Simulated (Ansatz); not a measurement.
A structure drawn as `CO[CH2][AlH][SiH3]`, with this starting geometry:

Cartesian coordinates in Å:
```
C -1.334 -0.007 -1.456
O -0.337 0.921 -1.223
C -0.538 1.433 0.049
Al 0.554 0.512 1.462
Si 1.762 -1.466 0.784
H -1.089 -0.492 -2.508
H -2.322 0.484 -1.604
H -1.346 -0.798 -0.749
H -1.646 1.542 0.360
H -0.170 2.513 0.080
H 0.502 0.923 2.953
H 1.250 -2.604 1.521
H 3.174 -1.280 1.019
H 1.540 -1.681 -0.688
```

Total charge 0; spin multiplicity 1.

Task: Relax it with Ansatz at PBE-D4/def2-SVP and then PBE0-D4/def2-TZVP. Is the drawn bonding still there?

Result: Yes, every drawn bond is still there and no new one forms.

Task: Give the relaxed structure. (Estimate.)

Result: Computed: 
Z-matrix (Å, degrees):
```
C
O 1 1.393
H 1 1.105 2 111.7
H 1 1.090 2 108.1 3 -119.2
H 1 1.100 2 111.7 3 120.7
C 2 1.418 1 111.9 3 -58.1
Al 6 1.988 2 114.3 1 73.5
H 6 1.099 2 106.3 1 -168.6
H 6 1.103 2 110.6 1 -55.1
Si 7 2.458 6 121.1 2 1.8
H 7 1.594 6 117.9 2 179.2
H 10 1.492 7 112.8 6 136.6
H 10 1.490 7 112.7 6 14.2
H 10 1.494 7 109.4 6 -104.7
```
No frequency check was run.

Atoms count as bonded under 1.1 times the sum of their covalent radii (H–H under 0.85 Å, pairs among N, O and F under 1.55 Å), and a drawn bond as lost past 1.3 times.
